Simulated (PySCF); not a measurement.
# Hf⁺ (hafnium, charge +1): HSE06 calculation

Configuration: [Xe] 4f14 5d1 6s2, 2D determinant. Calculation: PySCF 2.14, in x2c-TZVPPall with one added diffuse shell each of s, p, d, f type (12s8p8d4f1g, 113 functions); the spin-free X2C one-electron Hamiltonian (Gaussian nucleus).

| Quantity | Value |
| --- | --- |
| Total energy | -15077.88 hartree |
| One-electron energy | -20671.61 hartree |
| Hartree (Coulomb) energy | 5905.94 hartree |
| Exchange-correlation energy | -312.21 hartree |
| ⟨S²⟩ | 1.2810 |
| ⟨L²⟩ | 8.008 |
| Sum of ⟨r⟩ | 41.41 bohr |
| Sum of ⟨r²⟩ | 56.27 bohr² |
| Traceless quadrupole moment −½Σ⟨3z² − r²⟩ along its main axis | -0.0775 e·bohr² |
| Langevin diamagnetic susceptibility | -44.6 ×10⁻⁶ cm³/mol |
| Time after the integrals | roughly 24 core-seconds |

```
shell  electrons  mean orbital energy (eV)  spread (eV)  rms radius, mean of both spins (bohr)
 1s α          1                  -65236.9            0                                 0.0215
 1s β          1                  -65236.9            0                                 0.0215
 2s α          1                  -11198.7            0                                 0.0869
 2s β          1                  -11198.6            0                                 0.0869
 2p α          3                   -9862.5        0.014                                 0.0788
 2p β          3                   -9862.5        0.072                                 0.0788
 3s α          1                   -2574.6            0                                  0.223
 3s β          1                   -2574.6            0                                  0.223
 3p α          3                   -2171.6        0.126                                  0.224
 3p β          3                   -2171.5        0.106                                  0.224
 3d α          5                   -1680.1        0.109                                  0.205
 3d β          5                   -1680.0        0.126                                  0.205
 4s α          1                   -533.38            0                                  0.498
 4s β          1                   -533.35            0                                  0.498
 4p α          3                   -399.87        0.238                                  0.530
 4p β          3                   -399.84        0.226                                  0.530
 4d α          5                   -223.08        0.214                                  0.577
 4d β          5                   -223.04        0.305                                  0.577
 5s α          1                   -78.813            0                                   1.21
 5s β          1                   -78.420            0                                   1.21
 5p α          3                   -46.292        0.242                                   1.43
 5p β          3                   -45.724        0.835                                   1.43
 4f α          7                   -29.072        0.234                                  0.762
 4f β          7                   -28.991        0.315                                  0.762
 6s α          1                   -12.182            0                                   3.23
 6s β          1                   -11.967            0                                   3.23
 5d α          1                   -11.823            0                                   2.41
```

⟨L²⟩ = 8.01 against 6 for a pure D term, so this real determinant mixes terms. Spin-orbit coupling, absent here, splits the open shell strongly. ⟨S²⟩ = 1.28 against 0.75 shows spin contamination. The s, p, d and f populations moved away from the nominal configuration during the SCF.

Densities and radii are taken from the X2C orbitals without a picture-change correction, which distorts them close to the nucleus.
